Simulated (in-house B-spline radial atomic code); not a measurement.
# Correlation energy from the adiabatic connection: −Z/r, Z = 0.647, wall at 0.603 bohr

Two electrons in a singlet, external potential −Z/r, Z = 0.647, wall at 0.603 bohr (atomic units). Full CI in B-splines (partial waves to l = 8, correlation up to 0.6 % small) with the density held fixed gives W(λ) = <V_ee>_λ − U, and E_c is the integral of W(λ) − W(0) from 0 to 1.

```tsv
λ	W(λ) − W(0) (hartree)
0	0.00000
0.02	-0.00215
0.05	-0.00538
0.12	-0.01283
0.25	-0.02643
0.4	-0.04177
0.6	-0.06163
0.8	-0.08084
1	-0.09943
```

**Question.** Integrate the table by the trapezoid rule.

**Answer.** The strips give -0.00002, -0.00011, -0.00064, -0.00255, -0.00512, -0.01034, -0.01425, -0.01803, which sum to -0.05105 hartree. The direct value, W(1) − W(0) + T_c with T_c = 0.04834, is -0.05109; the curve is convex, so chords lie above it and the trapezoids fall short in size by 0.08 %.

**Question.** Now use only three numbers: W(0) = -3.0005, the initial slope W'(0) = -0.1079 (extrapolated from the first points) and the strong-coupling limit of the point-charge-plus-continuum model, W∞ = -3.0764. What do second-order theory and the interpolation W(λ) = W∞ + (W(0) − W∞)/√(1 + 2χλ) of Seidl, Perdew and Levy give?

**Answer.** Second order keeps the slope alone: E_c = W'(0)/2 = -0.05395, +6 % in size against -0.05109. Matching the slope fixes χ = W'(0)/(W∞ − W(0)) = -0.1079/(-0.07590) = 1.42161. Integrating, with s = √(1 + 2χ) = 1.960412, E_c = −(W(0) − W∞)(s − 1)/(s + 1) = −0.07590 × 0.960412/2.960412 = -0.02462 hartree, -51.8 % in size against the full result. At λ = 1 the formula gives W − W(0) = -0.03718 against -0.09943. Part of the miss can come from the model's W∞, which here lies above the computed W at λ = 10, -3.55929.
